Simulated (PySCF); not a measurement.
# Pm³⁶⁺: ionisation energy

Pm³⁶⁺ [Ar] 3d7 (4F) → Pm³⁷⁺ [Ar] 3d6 (5D), as a difference of total energies. All numbers are calculated (PySCF 2.14, the spin-free X2C one-electron Hamiltonian (Gaussian nucleus), in an even-tempered Gaussian basis (18 s from 5.9 bohr⁻², ratio 2.5; 13 p from 7.7 bohr⁻², ratio 2.5; 8 d from 7.7 bohr⁻², ratio 2.5; 4 f from 33 bohr⁻², ratio 2.7; 3 g from 49 bohr⁻², ratio 2.7)). Correlated levels: outer shells: [Ne] frozen; virtual orbitals above 40 to 60 times the deepest correlated orbital energy dropped. The calculations carry no spin-orbit coupling.

```json
{"method": "UHF", "ionisation energy (eV)": "2553.5"}
{"method": "LDA", "ionisation energy (eV)": "2553.7"}
{"method": "PBE", "ionisation energy (eV)": "2554.4"}
{"method": "PBE0", "ionisation energy (eV)": "2554.7"}
{"method": "r2SCAN", "ionisation energy (eV)": "2555.9"}
{"method": "PW91", "ionisation energy (eV)": "2555.1"}
{"method": "TPSSh", "ionisation energy (eV)": "2554.6"}
{"method": "MP2 (outer shells)", "ionisation energy (eV)": "2554.7"}
{"method": "SCS-MP2 (outer shells)", "ionisation energy (eV)": "2554.8"}
```

Spin-orbit coupling is strong in these open shells (close to jj coupling). The scalar numbers leave it out and a first-order estimate fails, so it can dominate the gap to the real levels.

Breit and QED terms and the two-electron picture change are absent.

For comparison: 2549 ± 5 eV (theoretical estimate listed by NIST; NIST Atomic Spectra Database, ionization energies).
